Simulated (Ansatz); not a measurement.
Cartesian coordinates in Å:
```
B 1.1510 0.7764 -0.8804
C 0.1595 0.0175 0.0301
C 0.6624 -0.5469 1.1470
Al -1.7425 -0.2176 -0.2592
F -2.4665 0.4245 -1.5959
H 0.8066 1.3060 -1.8972
H 2.3066 0.8361 -0.5569
H 0.0579 -1.1078 1.8626
H 1.7217 -0.4705 1.3982
H -2.6566 -1.0177 0.7515
```

The species carries charge 0 and has multiplicity 1.

Q: List the B3LYP/def2-TZVPP orbital energies in eV (Ansatz). (Best estimate.)

A: The calculation gave: Occupied: -1524.64, -670.52, -278.04, -276.54, -183.67, -112.63, -73.38, -73.20, -73.14, -31.07, -21.27, -16.10, -13.76, -12.76, -12.28, -11.19, -11.13, -10.63, -9.64, -9.12, -8.66, -7.78. Lowest empty: -2.62, -1.29, -0.04, 0.59, 0.79, 1.80, 2.21, 2.40.

B3LYP here is the variant with VWN-RPA as its local correlation; programs differ in this.
